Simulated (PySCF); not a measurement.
Atom-mapped SMILES (the numbers label the heavy atoms): `[CH:1]#[C:2][CH2:3][n:4]1[n:5][cH:6][c:7]([O:8][CH3:9])[n:10]1`. Hydrogens are named by the atom that carries them.

[PySCF 2.14: shielding tensors at B3LYP/pcSseg-1 (GIAO); PBE0-D3(BJ)/def2-SVP structure; fast rotation and ring inversion assumed for equivalent nuclei; one conformer; relativity neglected; no solvent]

References, each an isolated molecule treated in the same way: TMS for ¹³C, ¹H; ¹⁵N against NH3; ¹⁷O against H2O.

```tsv
atoms	nucleus	count	δ (ppm)
C6	¹³C	1	123.9
C3	¹³C	1	45.7
C2	¹³C	1	79.9
C9	¹³C	1	56.9
N10	¹⁵N	1	322.4
N4	¹⁵N	1	256.1
H(C3)	¹H	2	4.70
C1	¹³C	1	?
C7	¹³C	1	168.6
N5	¹⁵N	1	?
H(C9)	¹H	3	3.88
H(C6)	¹H	1	?
O8	¹⁷O	1	?
H(C1)	¹H	1	2.12
```

Question: Complete the table.

Answer: 
- C1: 77.6 ppm, terminal alkyne carbon; the triple bond shields along its axis, which puts it between sp3 and sp2 carbons
- H(C6): 6.91 ppm, hydrogen on an aromatic CH next to a ring nitrogen; π donation from the O or N substituent shields it against benzene
- N5: 378.2 ppm, pyridine-type nitrogen of an azole
- O8: 82.9 ppm, ether oxygen

Shifts are as computed. Against solution values, carbons near 30 ppm lie about +2 ppm off and those near 130 ppm about +6 ppm. Of 1313 compounds with measured shifts, 239 miss one by over three times the rms of a fit or turn the order of signals round; such compounds aren't used in these exercises. Experimental scales use liquid or dissolved standards, which lie at an offset from isolated NH3 (liquid NH3: subtract about 20 ppm) and H2O (liquid H2O: subtract about 36 ppm). Unscaled 15N shifts of sp2 nitrogen come out 20 to 40 ppm too high even then.
